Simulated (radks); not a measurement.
Species: the tungsten ion W69+. Configuration: [He] 2s2 3p1 (not the ground configuration). All-electron calculation, Dirac Kohn-Sham, Wu-Cohen GGA, spin-unpolarised, spherical densities, point nucleus; open shells are shared between the two j in proportion to 2j + 1. Program: a radial shooting solver on a logarithmic mesh with Libxc functionals.

Radial electron density D(r) = 4 pi r^2 rho(r):

r (bohr),D(r) (e/bohr)
0.001967,20.69
0.002442,27.71
0.003006,36.12
0.003731,46.58
0.00463,58.48
0.005701,70.57
0.007075,82.37
0.008781,91.33
0.01081,94.97
0.01342,91.51
0.01665,80.11
0.0205,63.53
0.02545,45.31
0.03133,32.41
0.03889,27.46
0.04826,29.26
0.05942,31.18
0.07375,27.79
0.09153,19.71
0.1127,12.88
0.1399,9.641
0.1736,7.676
0.2137,4.669
0.2652,1.698
0.3266,0.3530
0.4053,0.03263
0.503,0.001195

D(r) has 2 maxima, at r = 0.0110, 0.0589 bohr, and minima at 0.0398 bohr, inside which lie 2.17 electrons.
